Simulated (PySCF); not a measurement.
Method: PySCF energies (xtb for GFN2) plus ideal-gas RRHO corrections (1 bar). 'Table' is the NASA 1993 thermochemical table (part measured, part estimated). Open shells (unrestricted): MgI (multiplicity 2). GFN2 has no spin-polarisation term. The harmonic model lacks anharmonicity and excited electronic states, which grow with temperature; levels with a mode under 35 cm⁻¹ are left out. The table's entry may be an old estimate for MgI (not checked at source).

Harmonic frequencies at GFN2-xTB (cm⁻¹): 286. Point group C∞v; S°(298 K) = 254.2 J/mol/K at this level.

Problem. Work out Cp and S° of gaseous MgI at 500, 800, 1200, 1600, 2000 K from these, and set them beside the table.

Solution. 
| T (K) | Cp GFN2-xTB | Cp table | S° GFN2-xTB | S° table |
|---|---|---|---|---|
| 500 | 37.0 | 37.2 | 273.2 | 271.7 |
| 800 | 37.2 | 37.6 | 290.6 | 289.2 |
| 1200 | 37.3 | 38.0 | 305.8 | 304.6 |
| 1600 | 37.4 | 38.3 | 316.5 | 315.5 |
| 2000 | 37.4 | 38.5 | 324.8 | 324.1 |
Units J/mol/K.
